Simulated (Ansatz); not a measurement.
System: BCl, charge 0, multiplicity 1. 
Coordinates optimised at B3LYP-D3(BJ)/def2-TZVP (Ansatz, a program for electronic structure):
SMILES: [B]Cl
```xyz
2

B      0.0000     0.0000    -1.3302
Cl     0.0000     0.0000     0.3912
```
Charge 0, spin multiplicity 1.

Computed values are from Ansatz. Valence correlation only, unless marked. UHF or UKS for open shells. No spin-orbit coupling. No relativistic terms. CBS(X,Y): correlation extrapolated as X^-3; Hartree-Fock from the larger set (for Q and 5 zeta extrapolated as (X+1)exp(-9√X)).

```json
{
 "atomisation energy De": "514.2 kJ/mol at CCSD(T)/CBS(cc-pV(Q+d)Z,cc-pV(5+d)Z)",
 "vertical ionisation energy (to the doublet)": "10.24 eV at CCSD(T)/CBS(aug-cc-pV(T+d)Z,aug-cc-pV(Q+d)Z)",
 "total_energy": "-484.5045 Eh at CCSD(T)/CBS(cc-pV(Q+d)Z,cc-pV(5+d)Z)",
 "dipole_moment": "1.37 D at CCSD(T)/aug-cc-pV(D+d)Z",
 "T1 diagnostic": "0.016 at CCSD/cc-pV(5+d)Z"
}
```

The Hartree-Fock reference is unstable (checked in the largest basis), which strains HF and MP2.
